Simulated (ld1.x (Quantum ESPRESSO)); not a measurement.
antimony: variants of one TM potential

Base potential:

```json
{
  "Element": "Sb",
  "Generator": "ld1.x (Quantum ESPRESSO) 7.5",
  "Type": "norm-conserving Troullier–Martins (Kleinman–Bylander form)",
  "Functional": "PBE",
  "Relativity": "fully relativistic",
  "Frozen core": "[Kr]",
  "Valence charge": "15",
  "Reference configuration": "4d10 5s1.75 5p3.25",
  "Partial waves": "5p (bound): rc 1.80 bohr; 4d (bound): rc 1.45 bohr; 5s (bound): rc 2.00 bohr",
  "Local potential": "the s channel",
  "Core correction": "a·sin(br)/r model core inside 1.35 bohr"
}
```

Open shells are filled in proportion to 2j + 1 (rel_dist='average').

Cutoffs, loose and tight: the cutoffs (Ry, on a coarse ladder) from which the occupation-weighted sum of valence levels, in a spherical-Bessel basis at the reference potential, stays within 10 and 1 mRy of its value at 400 Ry. They do not see the model core or the augmentation charge, which bear on the density cutoff. Test errors are all-electron minus pseudo excitation energies from the reference, over the configurations 4d10 5s2 5p3; 4d10 5s2 5p2; 4d10 5s2 5p1; 4d10 5s2 5p3.3; 4d10 5s2 5p0; 4d10 5s1 5p4; 4d9 5s2 5p4. A dash means not determined; rows that change the core or the reference have their own tests. The largest error is taken over the tests solved by every variant that gives reliable tests at all: 4d10 5s1 5p4; 4d10 5s2 5p1; 4d10 5s2 5p2; 4d10 5s2 5p3; 4d10 5s2 5p3.3; 4d9 5s2 5p4.

```tsv
change	outcome	cutoff, loose	cutoff, tight	bound ghosts	largest test error (meV)
base	generated	90 Ry	160 Ry	none	-356
wave 4d (bound): rc 1.45 bohr becomes 4d (bound): rc 1.00 bohr	generated	110 Ry	140 Ry	none	-371
wave 4d (bound): rc 1.45 bohr becomes 4d (bound): rc 1.14 bohr	generated	110 Ry	180 Ry	none	-370
wave 4d (bound): rc 1.45 bohr becomes 4d (bound): rc 1.32 bohr	generated	100 Ry	160 Ry	none	-366
wave 4d (bound): rc 1.45 bohr becomes 4d (bound): rc 1.50 bohr	generated	90 Ry	160 Ry	none	-352
wave 4d (bound): rc 1.45 bohr becomes 4d (bound): rc 1.70 bohr	generated	80 Ry	140 Ry	none	-316
wave 4d (bound): rc 1.45 bohr becomes 4d (bound): rc 1.86 bohr	generated	80 Ry	140 Ry	none	-262
wave 4d (bound): rc 1.45 bohr becomes 4d (bound): rc 2.02 bohr	generated	70 Ry	120 Ry	none	-200
```

Q: What comes out with this change to the base: wave 4d (bound): rc 1.45 bohr becomes 4d (bound): rc 2.18 bohr?

A: outcome: generated; cutoff, loose: 60 Ry; cutoff, tight: 110 Ry; bound ghosts: none; largest test error (meV): -118.

Reading the sweep of the d radius (base included, trends over the rows without a ghost): The loose cutoff falls from 110 Ry at 1 to 60 Ry at 2.18 bohr. A larger radius leaves more room for a smooth pseudo-wave, so fewer plane waves are needed; a smaller one forces it to follow the all-electron wave where it bends sharply. The median size of the test errors (rows with all tests solved) stays near 0.9 meV.
